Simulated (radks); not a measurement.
Results of a calculation; reference values are marked as such.
Question: Ta+, configuration [Xe] 4f14 5d3 6s1 (the NIST ground configuration). Level of theory: Dirac Kohn-Sham, RPBE, spin-unpolarised, spherical densities, point nucleus; open shells are shared between the two j in proportion to 2j + 1 (a radial shooting solver on a logarithmic mesh with Libxc functionals). Some entries of the table are withheld. Estimate them.

orbital,occ.,eigenvalue (eV),<r^2> (bohr^2)
1s1/2,2,-67289.13,0.0004785
2s1/2,2,-11559.06,0.007314
2p1/2,2,-11045.08,0.005233
2p3/2,4,-9774.859,0.006436
3s1/2,2,-2653.391,0.04784
3p1/2,2,-2425.429,0.04397
3p3/2,4,-2151.952,0.05059
3d3/2,4,(1),(2)
3d5/2,6,(3),(4)
4s1/2,2,-546.7345,0.2377
4p1/2,2,-452.8146,0.2458
4p3/2,4,-389.8766,0.2817
4d3/2,4,-235.7966,0.3095
4d5/2,6,-224.2349,0.3232
5s1/2,2,-79.9725,1.365
5p1/2,2,-52.8377,1.691
5p3/2,4,-44.1098,1.999
4f5/2,6,-32.8662,(5)
4f7/2,8,-30.8849,(6)
6s1/2,1,-11.4912,10.78
5d3/2,1.2,-10.7846,5.086
5d5/2,1.8,-10.1432,5.489

Answer: 
(1) 3d3/2 eigenvalue (eV): -1768.033
(2) 3d3/2 <r^2> (bohr^2): 0.03932
(3) 3d5/2 eigenvalue (eV): -1708.476
(4) 3d5/2 <r^2> (bohr^2): 0.04114
(5) 4f5/2 <r^2> (bohr^2): 0.5114
(6) 4f7/2 <r^2> (bohr^2): 0.5306
